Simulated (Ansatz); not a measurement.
Consider the ligand exchange at the Si–N bond: `CN(C)[SiH](O)O` + CH₃OH → `CO[SiH](O)O` + `CNC`.

Computed with Ansatz on PBE0-D4/def2-TZVP structures; ΔE is electronic, products minus reactants. CBS: MP2 limit from def2 TZ/QZ plus the TZ coupled-cluster correction, frozen cores. This one scheme is used for every species. DFT in def2-TZVPP. B3LYP here is the variant with VWN-RPA as its local correlation; programs differ in this. Each species was taken in one conformer, which may not be the lowest.

CCSD(T)/CBS gives -47.7 kJ/mol.

Q: Another level gave -47.4 kJ/mol. Which?
A. HF/def2-TZVPP
B. PBE-D4/def2-TZVPP
C. B3LYP/def2-TZVPP
D. PBE/def2-TZVPP

A: D. PBE -47.4, PBE-D4 -42.6, B3LYP -55.7, HF/def2-TZVPP -65.8 kJ/mol.

Largest T1 diagnostic among the species: 0.011.

The D4 term adds +7.4 kJ/mol with B3LYP and +4.2 kJ/mol with PBE0; it sums over pairs of atoms, weighted by their polarisabilities, and B3LYP, whose exchange is more repulsive, gets the larger term. In def2-TZVPP, CCSD(T) changes the Hartree–Fock value by +18.0 kJ/mol (the triples alone add +2.4 kJ/mol) and MP2 by +19.5 kJ/mol.
